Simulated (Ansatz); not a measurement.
Stepwise reaction of `C[O][Al]([NH2])[NH2]` with methanol, as a gas-phase model of exchange steps in deposition or etching. ΔE in kJ/mol.

Program: Ansatz. Geometries: PBE0-D4/def2-TZVP. ΔE: electronic, gas phase. CBS: MP2 limit from def2 TZ/QZ plus the TZ coupled-cluster correction, frozen cores. This one scheme is used for every species. Functionals use def2-TZVPP. B3LYP here is the variant with VWN-RPA as its local correlation; programs differ in this. Each species was taken in one conformer, which may not be the lowest.

```csv
step,reaction,PBE-D4,B3LYP-D4,ωB97M-V,CCSD(T)/CBS
1,`C[O][Al]([NH2])[NH2]` + CH₃OH → `C[O][Al]([NH2])[O]C` + NH₃,-44.8,-49.3,-45.9,-45.3
2,`C[O][Al]([NH2])[O]C` + CH₃OH → `C[O][Al]([O]C)[O]C` + NH₃,-43.8,-48.0,-46.1,-46.3
```

(1) By hand: ΔE of the 2 steps together at CCSD(T)/CBS.

Results:

(1) (-45.3) + (-46.3) = -91.6 kJ/mol, or -45.8 kJ/mol a step.

In ΔE the steps differ by no more than 1.0 kJ/mol. All are downhill at CCSD(T)/CBS. PBE-D4 differs from CCSD(T)/CBS by 0.5 to 2.5 kJ/mol a step. Isolated molecules leave out the surface, adducts and barriers. Largest T1 diagnostic: 0.012.
